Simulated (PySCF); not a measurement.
Level of theory: PySCF with B3LYP-D3(BJ)/def2-TZVP. Gas-phase values, no solvent. One relaxed conformer stands for a flexible species; it need not be the lowest. B3LYP has the VWN-RPA correlation part, as in Gaussian. Excitations are Tamm–Dancoff values on a coarser integration grid. The basis has no diffuse functions, so Rydberg states are missing or too high.

Reference species (SMILES): `S[Si](S)(Br)Br` (H–S–Si–Br torsion 41°, Br–Si–S–H torsion 62°) (neutral, multiplicity 1).

| Property | Result |
|---|---|
| S1 excitation (TDA) | 5.18 eV |
| HOMO–LUMO gap | 6.24 eV |
| LUMO | -1.45 eV |

Changed species: `S[Si](S)(S)Br` (3 of 4 Br replaced by SH; the reference has 2 of 4 Br replaced by SH).

Q: Give the shifts of the S1 excitation (TDA), HOMO–LUMO gap and LUMO.

A: the S1 excitation (TDA) increases by 0.15 eV, to 5.33 eV; the HOMO–LUMO gap increases by 0.14 eV, to 6.38 eV; the LUMO increases by 0.37 eV, to -1.08 eV.
